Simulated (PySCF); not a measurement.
## Electron correlation in Sc²⁺ (scandium, charge +2)

[Ar] 3d1, 2D determinant. Computed with PySCF 2.14 in x2c-QZVPPall, with scalar relativity by spin-free X2C-1e. Frozen: [Ne]; 9 electrons correlated.

```
  level  correlation energy (mhartree)
   CCSD                        -247.28
    (T)                          -5.49
CCSD(T)                        -252.77
```

Diagnostics: T1 = 0.0029, D1 = 0.0077, largest double amplitude 0.030.

Cost of the coupled-cluster step: about 23 core-seconds, for 9 correlated electrons.

This basis was not built for core-valence correlation, so the inner-shell part is incomplete.
